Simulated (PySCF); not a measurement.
Computed with PBE-D3(BJ)/def2-TZVP // B3LYP-D3(BJ)/def2-TZVP (PySCF 2.14.0). All species are isolated molecules in the gas phase. One relaxed conformer stands for a flexible species; it need not be the lowest. 

Reference species (SMILES): `[SiH3][Al]([SiH3])[SiH3]` (neutral, multiplicity 1).

```yaml
HOMO: -6.31 eV
HOMO–LUMO gap: 2.95 eV
S1 oscillator strength: 0.000
```

After one change: the HOMO falls by 0.97 eV; the HOMO–LUMO gap goes up by 3.02 eV; the S1 oscillator strength hardly moves.

Task: Name the change that produced these shifts. The new species is one of these.
A) `[OH][Al]([SiH3])[SiH3]` (H–O–Al–Si torsion 180°)
B) `[OH][Al]([OH])[SiH3]` (H–O–Al–Si torsion 180°, Si–Al–O–H torsion -180°)
C) `[OH][Al]([OH])[OH]`

Result: C, `[OH][Al]([OH])[OH]`
